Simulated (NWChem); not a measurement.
Molecule: C2H4BF2N; SMILES C/C=N/B(F)F

```xyz
10

C     -0.5831     2.3620     0.0000
C      0.6478     1.5127     0.0000
N      0.6895     0.2611     0.0000
B      0.0238    -0.9620     0.0000
F     -0.2613    -1.5917     1.1350
F     -0.2613    -1.5917    -1.1350
H     -1.4963     1.7519     0.0000
H     -0.5820     3.0223    -0.8828
H     -0.5820     3.0223     0.8828
H      1.6034     2.0750     0.0000
```
Atoms are numbered in this order, from 1.

The geometry was optimised at PBE0/def2-SVP.

Task: Give the principal values of the shielding tensors (ppm) of C1, C2, N3, B4, F5 from Hartree-Fock/6-31G* (spherical d), GIAO (NWChem), with their diamagnetic and paramagnetic parts as GIAO splits them.

Result: 
| atom | σ11 | σ22 | σ33 | isotropic | diamagnetic | paramagnetic |
|---|---|---|---|---|---|---|
| C1 | 155.2 | 158.6 | 199.8 | 171.2 | 250.2 | -78.9 |
| C2 | -47.8 | 23.3 | 153.8 | 43.1 | 252.6 | -209.5 |
| N3 | -331.8 | -81.2 | 219.5 | -64.5 | 325.6 | -390.1 |
| B4 | 100.6 | 107.4 | 113.5 | 107.1 | 196.9 | -89.8 |
| F5 | 274.2 | 369.7 | 405.7 | 349.9 | 470.9 | -121.0 |
